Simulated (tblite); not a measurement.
Record of a relaxation.

Species: C₄H₁₃NOSi.
Numbering: `[CH3:1][NH:2][CH2:3][CH2:4][CH2:5][SiH2:6][OH:7]` (hydrogens: H8, H9, H10 on C1; H11 on N2; H12, H13 on C3; H14, H15 on C4; H16, H17 on C5; H18, H19 on Si6; H20 on O7)

Computed with GFN2-xTB (tblite), gas phase: L-BFGS steps from a force-field or distance-geometry start until the largest atomic force falls under 0.01 eV/Å. 8 of its 59 geometries are shown.

Step 0: E = -651.6313 eV, largest atomic force 1.737 eV/Å
```
atom  x, y, z in Å  |  force x, y, z in eV/Å
C1     -1.496    2.038    0.626   -0.201   0.427  -0.228
N2     -0.773    1.110   -0.230    0.206  -0.435   0.943
C3     -1.118   -0.282    0.105   -0.117   0.171  -0.424
C4     -0.436   -1.276   -0.843    0.063  -0.565   0.326
C5      1.059   -1.062   -1.103   -0.442   0.087  -0.852
Si6     2.201   -0.868    0.351    0.561   0.641   1.514
O7      1.900    0.554    1.161   -0.148  -0.779  -0.779
H8     -1.208    3.070    0.378   -0.032  -0.289  -0.008
H9     -1.264    1.880    1.686    0.033  -0.178  -0.294
H10    -2.590    1.948    0.485    0.139   0.057   0.189
H11    -1.013    1.290   -1.198   -0.007  -0.022  -0.090
H12    -2.216   -0.425    0.018    0.114  -0.078   0.053
H13    -0.862   -0.500    1.150    0.199   0.254  -0.227
H14    -0.576   -2.289   -0.419    0.029   0.383  -0.100
H15    -0.960   -1.269   -1.799   -0.060   0.068  -0.131
H16     1.175   -0.176   -1.739   -0.053  -0.071   0.009
H17     1.420   -1.905   -1.704   -0.173   0.108   0.029
H18     3.614   -0.863   -0.103   -0.356   0.099   0.084
H19     2.017   -1.998    1.295   -0.003   0.238  -0.137
H20     1.119    1.034    0.843    0.249  -0.116   0.121
```

Step 8: E = -651.7447 eV, largest atomic force 0.142 eV/Å
```
atom  x, y, z in Å  |  force x, y, z in eV/Å
C1     -1.503    2.039    0.621    0.019  -0.007   0.008
N2     -0.759    1.095   -0.193   -0.020   0.009  -0.055
C3     -1.116   -0.285    0.093    0.032  -0.012   0.025
C4     -0.439   -1.282   -0.850   -0.046  -0.027  -0.008
C5      1.047   -1.054   -1.122    0.006  -0.016   0.006
Si6     2.191   -0.872    0.385    0.067   0.022   0.123
O7      1.889    0.539    1.131   -0.072  -0.033  -0.053
H8     -1.198    3.050    0.352   -0.003  -0.022   0.050
H9     -1.258    1.856    1.669   -0.005   0.061   0.003
H10    -2.596    1.960    0.509    0.074  -0.032  -0.023
H11    -0.955    1.281   -1.172    0.072   0.034  -0.060
H12    -2.209   -0.446    0.025    0.059   0.015   0.088
H13    -0.810   -0.475    1.126   -0.009  -0.093   0.022
H14    -0.575   -2.274   -0.414   -0.008  -0.035  -0.026
H15    -0.967   -1.272   -1.810   -0.042  -0.004   0.010
H16     1.159   -0.168   -1.748   -0.004   0.044  -0.010
H17     1.392   -1.895   -1.722    0.014  -0.020  -0.070
H18     3.582   -0.828   -0.082   -0.079   0.008   0.039
H19     2.005   -1.989    1.326   -0.037   0.102  -0.055
H20     1.115    1.031    0.836   -0.019   0.003  -0.011
```

Step 17: E = -651.7694 eV, largest atomic force 0.112 eV/Å
```
atom  x, y, z in Å  |  force x, y, z in eV/Å
C1     -1.474    2.030    0.616    0.017  -0.026   0.051
N2     -0.710    1.079   -0.173   -0.059   0.003   0.001
C3     -1.083   -0.304    0.107    0.019   0.013   0.070
C4     -0.450   -1.301   -0.865   -0.024   0.039   0.001
C5      1.032   -1.062   -1.146    0.047   0.041   0.054
Si6     2.147   -0.854    0.389    0.072  -0.023   0.082
O7      1.816    0.559    1.111   -0.022  -0.001  -0.058
H8     -1.181    3.047    0.355    0.004  -0.069  -0.051
H9     -1.242    1.867    1.668   -0.008  -0.009   0.060
H10    -2.564    1.931    0.493    0.064   0.003  -0.039
H11    -0.850    1.277   -1.161   -0.005  -0.051  -0.006
H12    -2.179   -0.447    0.102    0.030   0.049  -0.070
H13    -0.741   -0.522    1.122    0.033  -0.017   0.081
H14    -0.582   -2.300   -0.444    0.000   0.007   0.001
H15    -1.004   -1.274   -1.809   -0.005   0.018  -0.056
H16     1.140   -0.151   -1.737   -0.040   0.030  -0.072
H17     1.389   -1.874   -1.778    0.011  -0.018   0.042
H18     3.549   -0.794   -0.039   -0.080  -0.024   0.015
H19     1.937   -1.943    1.355   -0.018   0.045  -0.078
H20     1.045    1.046    0.792   -0.035  -0.011  -0.027
```

Step 25: E = -651.7798 eV, largest atomic force 0.045 eV/Å
```
atom  x, y, z in Å  |  force x, y, z in eV/Å
C1     -1.456    2.018    0.623   -0.009   0.024   0.006
N2     -0.685    1.065   -0.154   -0.040   0.012   0.011
C3     -1.065   -0.313    0.126   -0.030   0.010   0.026
C4     -0.449   -1.297   -0.867   -0.025   0.004   0.004
C5      1.031   -1.049   -1.149    0.013  -0.011   0.006
Si6     2.131   -0.836    0.393    0.032  -0.003   0.022
O7      1.784    0.585    1.089    0.011   0.017  -0.023
H8     -1.161    3.028    0.344    0.016   0.017   0.006
H9     -1.241    1.870    1.682    0.008  -0.013  -0.010
H10    -2.542    1.917    0.478    0.005   0.000   0.001
H11    -0.825    1.250   -1.144    0.024   0.006   0.009
H12    -2.162   -0.432    0.115   -0.030  -0.034  -0.003
H13    -0.720   -0.545    1.138   -0.005  -0.013   0.020
H14    -0.583   -2.301   -0.460    0.021  -0.026   0.002
H15    -1.008   -1.254   -1.808   -0.010   0.020  -0.024
H16     1.123   -0.146   -1.755    0.026  -0.002  -0.019
H17     1.397   -1.868   -1.767    0.014  -0.026  -0.015
H18     3.532   -0.796   -0.023   -0.002   0.003   0.011
H19     1.896   -1.928    1.346   -0.014   0.017  -0.018
H20     0.996    1.042    0.754   -0.004  -0.003  -0.011
```

Step 33: E = -651.7827 eV, largest atomic force 0.034 eV/Å
```
atom  x, y, z in Å  |  force x, y, z in eV/Å
C1     -1.454    2.020    0.628   -0.006  -0.001   0.007
N2     -0.690    1.057   -0.141    0.011   0.024   0.006
C3     -1.071   -0.322    0.135    0.007   0.026   0.003
C4     -0.447   -1.293   -0.868   -0.024  -0.007   0.005
C5      1.035   -1.050   -1.151   -0.002  -0.006  -0.012
Si6     2.131   -0.826    0.392    0.016  -0.004   0.014
O7      1.785    0.606    1.062    0.005   0.009  -0.011
H8     -1.148    3.027    0.348    0.007  -0.018   0.012
H9     -1.241    1.870    1.687   -0.020   0.009   0.001
H10    -2.540    1.928    0.479    0.002   0.009   0.013
H11    -0.804    1.244   -1.133   -0.012  -0.005   0.007
H12    -2.169   -0.449    0.120    0.017   0.001  -0.015
H13    -0.729   -0.556    1.148   -0.001  -0.014  -0.009
H14    -0.576   -2.302   -0.473   -0.014  -0.031   0.003
H15    -1.008   -1.237   -1.807    0.004  -0.006  -0.021
H16     1.136   -0.156   -1.769    0.003   0.022  -0.013
H17     1.399   -1.877   -1.759    0.002  -0.032  -0.009
H18     3.536   -0.794   -0.009    0.002  -0.001   0.009
H19     1.873   -1.917    1.339    0.003   0.016   0.012
H20     0.978    1.038    0.733    0.001   0.010  -0.002
```

Step 41: E = -651.7842 eV, largest atomic force 0.032 eV/Å
```
atom  x, y, z in Å  |  force x, y, z in eV/Å
C1     -1.456    2.022    0.637    0.005  -0.018   0.004
N2     -0.691    1.056   -0.130    0.009   0.011  -0.005
C3     -1.070   -0.326    0.134   -0.012   0.024   0.000
C4     -0.447   -1.295   -0.872   -0.018   0.012   0.011
C5      1.038   -1.058   -1.155   -0.005  -0.002   0.007
Si6     2.133   -0.821    0.389    0.004  -0.004   0.012
O7      1.793    0.623    1.036    0.003   0.005  -0.005
H8     -1.137    3.026    0.360   -0.015  -0.024   0.015
H9     -1.254    1.871    1.698    0.007  -0.014  -0.003
H10    -2.542    1.940    0.484    0.016   0.001  -0.015
H11    -0.805    1.246   -1.122    0.001   0.012   0.000
H12    -2.167   -0.452    0.111   -0.008  -0.010   0.009
H13    -0.734   -0.570    1.147    0.000   0.000  -0.017
H14    -0.583   -2.306   -0.482    0.003   0.001   0.003
H15    -1.005   -1.235   -1.814    0.005   0.006  -0.002
H16     1.142   -0.168   -1.778   -0.001  -0.003  -0.010
H17     1.397   -1.892   -1.757    0.014  -0.005   0.002
H18     3.543   -0.796    0.005   -0.012  -0.007  -0.006
H19     1.865   -1.898    1.349    0.002   0.011   0.008
H20     0.974    1.044    0.721    0.004   0.005  -0.006
```

Step 50: E = -651.7859 eV, largest atomic force 0.040 eV/Å
```
atom  x, y, z in Å  |  force x, y, z in eV/Å
C1     -1.456    2.013    0.652   -0.001  -0.009  -0.011
N2     -0.690    1.058   -0.126    0.006   0.021  -0.006
C3     -1.073   -0.327    0.125   -0.004   0.036   0.018
C4     -0.450   -1.295   -0.881   -0.014   0.024   0.021
C5      1.038   -1.068   -1.154    0.003  -0.013   0.021
Si6     2.130   -0.811    0.390    0.007   0.000   0.005
O7      1.807    0.652    1.002   -0.002   0.000   0.004
H8     -1.129    3.021    0.398    0.002  -0.022   0.017
H9     -1.264    1.840    1.712   -0.015  -0.006  -0.025
H10    -2.539    1.940    0.478    0.003   0.001   0.032
H11    -0.803    1.263   -1.115    0.007  -0.024  -0.010
H12    -2.170   -0.451    0.105    0.000   0.000  -0.019
H13    -0.737   -0.576    1.137    0.013   0.002   0.002
H14    -0.597   -2.304   -0.490    0.009  -0.003  -0.027
H15    -1.000   -1.227   -1.826   -0.001  -0.011   0.008
H16     1.150   -0.190   -1.794    0.007  -0.017   0.014
H17     1.401   -1.915   -1.736    0.003  -0.002  -0.014
H18     3.541   -0.811    0.007   -0.018  -0.003  -0.004
H19     1.857   -1.863    1.380   -0.007   0.019  -0.020
H20     0.978    1.061    0.695    0.003   0.007  -0.006
```

Step 58: E = -651.7869 eV, largest atomic force 0.009 eV/Å
```
atom  x, y, z in Å  |  force x, y, z in eV/Å
C1     -1.456    2.007    0.660    0.002  -0.001  -0.003
N2     -0.689    1.060   -0.127   -0.005  -0.002  -0.001
C3     -1.073   -0.324    0.122    0.001   0.001   0.004
C4     -0.451   -1.294   -0.884   -0.002   0.004   0.002
C5      1.040   -1.077   -1.151   -0.001  -0.001  -0.001
Si6     2.128   -0.803    0.392    0.000  -0.004   0.001
O7      1.815    0.670    0.983   -0.001  -0.003  -0.002
H8     -1.124    3.017    0.426    0.000  -0.001   0.001
H9     -1.273    1.814    1.718    0.001  -0.001  -0.007
H10    -2.540    1.941    0.483    0.005  -0.001   0.002
H11    -0.800    1.266   -1.116   -0.007   0.004   0.003
H12    -2.170   -0.446    0.098    0.006  -0.003   0.000
H13    -0.737   -0.575    1.133   -0.001  -0.001   0.003
H14    -0.604   -2.304   -0.499   -0.002   0.003  -0.001
H15    -0.998   -1.221   -1.831    0.005  -0.001   0.000
H16     1.160   -0.206   -1.799    0.001   0.002  -0.001
H17     1.401   -1.930   -1.724    0.002  -0.002  -0.002
H18     3.538   -0.821    0.005   -0.001   0.005   0.002
H19     1.846   -1.837    1.395   -0.006  -0.001   0.001
H20     0.983    1.075    0.676    0.003   0.005  -0.002
```

Question: Summarise the path.

Answer: The energy falls by 3.59 kcal/mol from step 0 to step 58; nine tenths of that is first reached at step 18. It falls at every step. The largest force goes from 1.737 to 0.009 eV/Å. Among the bonds C5–Si6 changes most, from 1.859 to 1.908 Å; the atoms move by 0.132 Å rms after alignment.

Question: Follow the three bonds and two angles with the largest change from start to end.

Answer: 
```
step  E above end (kcal/mol)  largest force (eV/Å)  C5–Si6 (Å)  Si6–O7 (Å)  Si6–H18 (Å)  N2–C3–H13 (°)  N2–C1–H9 (°)
   0                    3.59                 1.737       1.859       1.664        1.484          110.4         111.9
   3                    1.45                 0.288       1.908       1.617        1.466          108.3         109.6
   5                    1.22                 0.189       1.902       1.621        1.461          107.1         108.8
   8                    0.97                 0.142       1.901       1.624        1.468          106.4         108.3
  10                    0.86                 0.105       1.908       1.621        1.466          106.8         108.6
  13                    0.67                 0.156       1.907       1.620        1.458          107.2         109.1
  15                    0.53                 0.112       1.904       1.622        1.461          107.0         108.8
  18                    0.35                 0.136       1.910       1.621        1.468          106.7         108.2
  20                    0.27                 0.084       1.911       1.620        1.464          106.9         108.4
  23                    0.19                 0.079       1.905       1.620        1.461          107.0         109.0
  25                    0.16                 0.045       1.906       1.620        1.463          107.2         109.0
  28                    0.14                 0.047       1.909       1.620        1.462          107.4         108.8
  30                    0.12                 0.047       1.907       1.619        1.461          107.4         108.6
  33                    0.10                 0.034       1.905       1.619        1.462          107.2         108.6
  35                    0.09                 0.028       1.907       1.619        1.462          107.2         108.7
  38                    0.07                 0.042       1.907       1.619        1.461          107.4         108.8
  40                    0.07                 0.026       1.907       1.619        1.462          107.4         108.9
  43                    0.06                 0.028       1.907       1.618        1.462          107.4         109.0
  45                    0.05                 0.031       1.908       1.618        1.461          107.4         109.1
  48                    0.03                 0.042       1.908       1.618        1.461          107.3         109.1
  50                    0.02                 0.040       1.909       1.618        1.462          107.2         108.9
  53                    0.01                 0.025       1.908       1.618        1.462          107.2         108.8
  55                    0.00                 0.019       1.908       1.618        1.461          107.2         108.8
  58                    0.00                 0.009       1.908       1.618        1.461          107.1         108.7
```

The cost below is that of the whole relaxation. Time: 0.69 s. Hardware: one thread of an Arm Neoverse N1, no GPU, shared host with 64 logical CPUs at a one-minute load of 61.
